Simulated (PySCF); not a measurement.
Polarisability and C₆ of Tl⁺ (thallium, charge +1)

[Xe] 4f14 5d10 6s2, closed-shell 1S. All numbers are calculated (PySCF 2.14, the spin-free X2C one-electron Hamiltonian (Gaussian nucleus), in aug-cc-pVQZ-DK3 (10s9p7d4f2g, 118 functions)). Coupled (time-dependent) response in atomic units; α is the mean over directions.

```json
{"method": "UHF", "mean α (bohr³)": "24.03", "C₆ (like pair)": "191.1", "S(−4)": "192.7"}
```

S(−4) is the Cauchy moment in α(ω) = α(0) + S(−4) ω² + …

α(iu) at UHF:

```json
{"u (hartree)": "0", "α(iu) (bohr³)": "24.03"}
{"u (hartree)": "0.0500", "α(iu) (bohr³)": "23.57"}
{"u (hartree)": "0.100", "α(iu) (bohr³)": "22.29"}
{"u (hartree)": "0.200", "α(iu) (bohr³)": "18.56"}
{"u (hartree)": "0.300", "α(iu) (bohr³)": "14.95"}
{"u (hartree)": "0.500", "α(iu) (bohr³)": "10.08"}
{"u (hartree)": "0.750", "α(iu) (bohr³)": "6.917"}
{"u (hartree)": "1.00", "α(iu) (bohr³)": "5.183"}
{"u (hartree)": "1.50", "α(iu) (bohr³)": "3.329"}
{"u (hartree)": "2.00", "α(iu) (bohr³)": "2.343"}
{"u (hartree)": "3.00", "α(iu) (bohr³)": "1.333"}
{"u (hartree)": "5.00", "α(iu) (bohr³)": "0.5838"}
```

For an ion, C₆ is the dispersion term alone; charge-induced terms of lower order in 1/R come first.

Spin-orbit coupling, which splits the p, d and f shells strongly at this Z, is absent.
